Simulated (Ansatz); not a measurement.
Cartesian coordinates in Å:
```
O -0.2730 -1.8868 0.0237
Mo -0.2346 -0.2574 -0.1780
O 1.3026 0.1896 0.7459
F 0.6750 0.1618 -1.7357
F -1.7154 0.0781 -1.2274
Cl -1.4749 0.6676 1.5017
H 1.7202 1.0471 0.8698
```

The species carries charge 0 and has multiplicity 1. Mo: def2 effective core potential.

(1) List the PBE0/def2-TZVPP orbital energies in eV (Ansatz 0.2.0). (Estimate.)

## Answers

(1) Computed: Occupied: -2767.85, -674.36, -674.30, -525.26, -524.61, -259.70, -197.95, -197.86, -197.85, -75.99, -48.91, -48.55, -48.37, -32.86, -32.77, -29.10, -27.49, -23.12, -16.49, -14.43, -14.34, -13.99, -13.91, -13.38, -12.72, -12.05, -11.98, -11.76, -11.47, -10.88, -10.72, -9.82, -9.46. Lowest empty: -4.46, -3.02, -2.85, -1.55, -0.47, -0.26, 1.04, 1.35.
